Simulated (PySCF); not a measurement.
Si(H)2(vinyl)(OMe) (C3H8OSi), SMILES C=C[SiH2]OC. Coordinates come from a PBE-D3(BJ)/def2-SVP optimisation. The values are those of a single conformer.

Computed equilibrium geometry at PBE-D3(BJ)/def2-SVP (PySCF confirms it by a frequency run) as a Z-matrix, and its point group (one conformer of several):
point group Cs.
```
O
C 1 1.4116
H 2 1.1097 1 108.69
H 2 1.1155 3 107.79 1 121.97
H 2 1.1155 3 107.79 4 116.07
Si 1 1.6828 2 123.45 3 180.00
H 6 1.5115 1 110.63 2 59.22
H 6 1.5115 7 107.05 1 120.61
C 6 1.8668 7 111.39 8 122.00
C 9 1.3480 6 122.44 7 120.28
H 10 1.1033 9 120.93 6 0.00
H 10 1.1039 11 116.92 9 -180.00
H 9 1.1064 10 118.97 11 -180.00
```
Charge 0, spin multiplicity 1.
